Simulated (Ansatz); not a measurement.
C2H8N (SMILES C[NH2+]C), charge +1, singlet, geometry from GFN2-xTB. Base run: BLYP/3-21G in Ansatz (a quantum-chemistry and plane-wave program).

The Ansatz input:
Ansatz 0.2 input:
```yaml
crystal:
  periodic: [false, false, false]
  atoms:
    - {symbol: C, position_ang: [-0.02333821, -0.27178422, 1.23058526]}
    - {symbol: N, position_ang: [0.03459018, 0.54534707, 0.00080941]}
    - {symbol: C, position_ang: [-0.01095720, -0.26891545, -1.23138777]}
    - {symbol: H, position_ang: [0.81917921, -0.96023702, 1.25829085]}
    - {symbol: H, position_ang: [0.01259112, 0.36354745, 2.11314052]}
    - {symbol: H, position_ang: [-0.94632669, -0.84824181, 1.24954279]}
    - {symbol: H, position_ang: [0.89993071, 1.10048027, 0.00580798]}
    - {symbol: H, position_ang: [0.83180433, -0.95731169, -1.25222260]}
    - {symbol: H, position_ang: [0.03383921, 0.36847078, -2.11205406]}
    - {symbol: H, position_ang: [-0.93370156, -0.84531649, -1.26097066]}
    - {symbol: H, position_ang: [-0.75367517, 1.20537707, -0.00238562]}
basis:
  gaussian:
    orbitals: 3-21G.json
hamiltonian:
  xc: blyp
total_charge: 1
```
The basis file holds 3-21G in the JSON format of the Basis Set Exchange.

The base run was repeated with changes; each row names its change, and settings that it needs were set with it.

```csv
change,ΔE vs base (eV)
base,0.00
occupation = up:A1:6 A2:1 B1:3 B2:3 down:A1:6 A2:1 B1:3 B2:3,27.45
occupation = up:A1:5 A2:1 B1:2 B2:5 down:A1:5 A2:1 B1:2 B2:5,27.92
occupation = up:A1:6 A2:2 B1:2 B2:3 down:A1:6 A2:2 B1:2 B2:3,30.72
occupation = up:A1:6 A2:1 B1:2 B2:4 down:A1:6 A2:1 B1:2 B2:4,0.00
occupation = up:A1:5 A2:1 B1:3 B2:4 down:A1:5 A2:1 B1:3 B2:4,26.50
symmetry_tolerance_ang = 0.01,0.00
```
